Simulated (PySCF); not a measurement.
Positional isomers: propene methyl+boryl. All species are isolated molecules in the gas phase. One relaxed conformer stands for each flexible species; it need not be the lowest. Strings in code marks are SMILES.

Method: B3LYP-D3(BJ)/def2-TZVP // M06-2X/def2-TZVP in PySCF. All candidates: neutral, multiplicity 1. B3LYP has the VWN-RPA correlation part, as in Gaussian. Excitations are Tamm–Dancoff values on a coarser integration grid. The basis has no diffuse functions, so Rydberg states are missing or too high.

```json
{
 "HOMO": "-7.41 eV",
 "T1 excitation (TDA)": "3.42 eV",
 "brightest of the four lowest singlets (TDA)": "5.60 eV"
}
```

Task: Say which member has these values.
A. `B/C=C\CC`
B. `BC=C(C)C`
C. `B/C=C/CC`
D. `BC(=C)CC`

Result: B, `BC=C(C)C`. The others give `B/C=C/CC`: -7.73 eV, 3.62 eV, 5.89 eV; `BC(=C)CC`: -7.70 eV, 3.44 eV, 5.64 eV; `B/C=C\CC`: -7.68 eV, 3.47 eV, 5.67 eV
